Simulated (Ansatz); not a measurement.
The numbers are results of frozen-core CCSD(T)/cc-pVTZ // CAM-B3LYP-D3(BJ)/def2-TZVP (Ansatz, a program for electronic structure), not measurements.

Ansatz 0.2 input:
```yaml
crystal:
  periodic: [false, false, false]
  atoms:
    - { symbol: C, position_ang: [-1.39029, -0.692871, -0.080382] }
    - { symbol: C, position_ang: [-0.189265, 0.210262, -0.008899] }
    - { symbol: Si, position_ang: [1.52263, -0.552695, 0.079279] }
    - { symbol: C, position_ang: [-0.363572, 1.520578, -0.009622] }
    - { symbol: Cl, position_ang: [0.940043, 2.662613, 0.068977] }
    - { symbol: H, position_ang: [-1.436163, -1.350745, 0.789714] }
    - { symbol: H, position_ang: [-1.340883, -1.339043, -0.959012] }
    - { symbol: H, position_ang: [-2.32051, -0.12567, -0.12727] }
    - { symbol: H, position_ang: [1.351318, -2.022747, 0.060151] }
    - { symbol: H, position_ang: [2.343654, -0.149861, -1.080648] }
    - { symbol: H, position_ang: [2.212494, -0.165902, 1.326783] }
    - { symbol: H, position_ang: [-1.329454, 2.006077, -0.059072] }
basis:
  gaussian: { orbitals: cc-pVTZ }
correlation:
  method: ccsd_t
```

Output:

```
Functional definition: HF
1459 factors; integrals over basis functions are off by at most 1.0e-3 eV
mean field evaluation 1: about -23566.1022 eV, gradient 3.0e1 eV
mean field evaluation 2: about -23566.4315 eV, gradient 3.0e1 eV
mean field evaluation 4: about -23569.3182 eV, gradient 4.7e0 eV
mean field evaluation 8: about -23569.3972 eV, gradient 2.9e-1 eV
mean field evaluation 16: about -23566.1023 eV, gradient 3.0e1 eV
mean field -23569.39782163 eV, -866.1593940331 hartree, gradient 6.9e-6 eV, S^2 0.000000; 0 other end points of the search recorded, 0 dependent functions left out
13 core orbitals not correlated
reference -23569.39782163 eV, -866.1593940331 hartree; 15, 15 occupied and 228, 228 virtual orbitals, 1459 factors
second order -22.20999543 eV of doubles, -0.00000000 eV of singles
cycle   1  -23.06158615 eV  change   -8.5e-1 eV  update   1.0e-1
cycle   2  -23.68201627 eV  change   -6.2e-1 eV  update   3.2e-2
cycle   3  -23.79631465 eV  change   -1.1e-1 eV  update   1.5e-2
cycle   4  -23.78933292 eV  change    7.0e-3 eV  update   3.8e-3
cycle   5  -23.78932367 eV  change    9.2e-6 eV  update   1.6e-3
cycle   6  -23.78946806 eV  change   -1.4e-4 eV  update   3.9e-4
cycle   7  -23.78936480 eV  change    1.0e-4 eV  update   1.7e-4
cycle   8  -23.78936779 eV  change   -3.0e-6 eV  update   6.0e-5
cycle   9  -23.78936892 eV  change   -1.1e-6 eV  update   2.7e-5
perturbative correction -1.04779200 eV, -0.0385056456 hartree
Total energy: -23594.23498254 eV, -867.0721428616 hartree
```

Cost: very roughly 8 core-minutes.
